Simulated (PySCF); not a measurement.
## Energy of Mg⁺ (magnesium, charge +1) between two integer charges

The 3s alpha orbital of [Ne] 3s1 is emptied in steps (occupation f), with all orbitals relaxed, ending at [Ne]. All numbers are calculated (PySCF 2.14, the non-relativistic Hamiltonian (point nucleus), in def2-SVP (4s3p1d, 18 functions)). The exact energy is a straight line in f; departures are measured from the line between the end points of the same method.

| f | UHF (eV) | LDA (eV) | PBE (eV) | PBE0 (eV) | r2SCAN (eV) | LC-wPBE (eV) | BHandHLYP (eV) | HSE06 (eV) | TPSS (eV) |
| --- | --- | --- | --- | --- | --- | --- | --- | --- | --- |
| 1 | 0.000 | 0.000 | 0.000 | 0.000 | 0.000 | 0.000 | 0.000 | 0.000 | 0.000 |
| 0.8 | 0.002 | -0.510 | -0.529 | -0.389 | -0.453 | -0.020 | -0.287 | -0.450 | -0.500 |
| 0.6 | 0.003 | -0.747 | -0.788 | -0.578 | -0.649 | -0.032 | -0.431 | -0.668 | -0.746 |
| 0.4 | 0.003 | -0.720 | -0.781 | -0.572 | -0.609 | -0.037 | -0.431 | -0.662 | -0.746 |
| 0.2 | 0.002 | -0.450 | -0.512 | -0.374 | -0.362 | -0.031 | -0.290 | -0.435 | -0.504 |
| 0 | 0.000 | 0.000 | 0.000 | 0.000 | 0.000 | 0.000 | 0.000 | 0.000 | 0.000 |

**Question.** For HSE06, how does the orbital energy at f = 1 compare with the removal energy?

**Answer.** −ε = 12.287 eV against a total-energy difference of 15.120 eV. By Janak's theorem ε = ∂E/∂f, so the gap between them reflects the curvature. Along the path −ε is 13.453 (f = 0.8), 14.595 (f = 0.6), 15.704 (f = 0.4), 16.813 (f = 0.2) eV.

```json
{"method": "UHF", "E(f=0) − E(f=1) (eV)": "14.607", "−ε at f=1 (eV)": "14.619", "−ε at f=0.4 (eV)": "14.604"}
{"method": "LDA", "E(f=0) − E(f=1) (eV)": "15.223", "−ε at f=1 (eV)": "11.984", "−ε at f=0.4 (eV)": "15.990"}
{"method": "PBE", "E(f=0) − E(f=1) (eV)": "15.215", "−ε at f=1 (eV)": "11.891", "−ε at f=0.4 (eV)": "15.907"}
{"method": "PBE0", "E(f=0) − E(f=1) (eV)": "15.115", "−ε at f=1 (eV)": "12.665", "−ε at f=0.4 (eV)": "15.628"}
{"method": "r2SCAN", "E(f=0) − E(f=1) (eV)": "14.893", "−ε at f=1 (eV)": "11.995", "−ε at f=0.4 (eV)": "15.619"}
{"method": "LC-wPBE", "E(f=0) − E(f=1) (eV)": "15.046", "−ε at f=1 (eV)": "14.916", "−ε at f=0.4 (eV)": "15.037"}
{"method": "BHandHLYP", "E(f=0) − E(f=1) (eV)": "15.174", "−ε at f=1 (eV)": "13.376", "−ε at f=0.4 (eV)": "15.525"}
{"method": "HSE06", "E(f=0) − E(f=1) (eV)": "15.120", "−ε at f=1 (eV)": "12.287", "−ε at f=0.4 (eV)": "15.704"}
{"method": "TPSS", "E(f=0) − E(f=1) (eV)": "14.965", "−ε at f=1 (eV)": "11.813", "−ε at f=0.4 (eV)": "15.564"}
```

As f goes to zero the orbital energy of a semilocal functional can turn back, because the density of that orbital vanishes from the exchange-correlation potential.

Reference removal energy between the ground levels: 15.035 eV (measured; NIST Atomic Spectra Database, ionization energies). UHF lacks correlation.
